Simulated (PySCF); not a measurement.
**SiPH5NO4F**

SiPH5NO4F is a molecule drawn to mimic a surface site (built as: Si site whose three back bonds go to F, NH2, OP(=O)(OH)2; end group H), neutral, singlet. The structure, one conformer, was relaxed in the gas phase by PBE0-D3(BJ)/def2-SVP. No frequency run checks that it is a minimum.

SMILES: N[SiH](F)OP(=O)(O)O

Coordinates in Å:
```
Si1    -0.542   -1.635    0.047
F2     -1.751   -1.753    1.122
N3      1.011   -1.688    0.706
O4     -0.764   -0.113   -0.638
P5     -0.039    1.262   -0.309
O6      0.822    1.253    0.896
O7      0.663    1.574   -1.712
O8     -1.216    2.353   -0.271
H9     -0.790   -2.669   -0.973
H10     1.374   -0.845    1.149
H11     1.472   -2.542    0.990
H12     1.297    2.298   -1.631
H13    -1.525    2.490    0.634
```

Shieldings: GIAO PBE0/pcSseg-1. Shifts are against computed references at the same level: H TMS (σ 31.27 ppm), Si TMS (σ 352.0 ppm). Core levels by delta-SCF with SCAN, pcX-2 on the ionised atom and pcseg-1 elsewhere, spin-free X2C (2p3/2 is the spin-free 2p value less a third of a first-order spin-orbit splitting); from the vacuum level, for chosen atoms.

(1) Give the shieldings and core levels atom by atom.

(2) By CAM-B3LYP/def2-SVPD (TDDFT singlets, Tamm-Dancoff triplets, ionisation by delta-SCF), where does absorption start, and what does vertical ionisation take?

Results:

(1) 
| atoms | bonded to | σ (ppm) | δ (ppm) | core level (eV) |
| --- | --- | --- | --- | --- |
| Si1 | 1 F + 1 N + 1 O + 1 H | 394.4 | -42.4 | 2p3/2 108.85 |
| F2 | 1 Si | 292.0 | - | 1s 692.31 |
| N3 | 1 Si + 2 H | 228.7 | - | 1s 405.10 |
| O4 | 1 P + 1 Si | 202.2 | - | 1s 539.17 |
| P5 | 4 O | 317.3 | - | 2p3/2 140.55 |
| O6 | 1 P | 163.4 | - | - |
| O7 | 1 P + 1 H | 226.6 | - | - |
| O8 | 1 P + 1 H | 214.9 | - | - |
| H9 | 1 Si | 26.70 | 4.56 | - |
| H10 | 1 N | 27.86 | 3.40 | - |
| H11 | 1 N | 30.07 | 1.19 | - |
| H12 | 1 O | 28.28 | 2.99 | - |
| H13 | 1 O | 28.02 | 3.25 | - |

Values are those of this one static structure; atoms that internal rotation interchanges would show their mean in an NMR spectrum.

(2) The lowest singlet lies at 7.34 eV (f 0.040), the lowest triplet at 6.93 eV; vertical ionisation takes 10.70 eV.
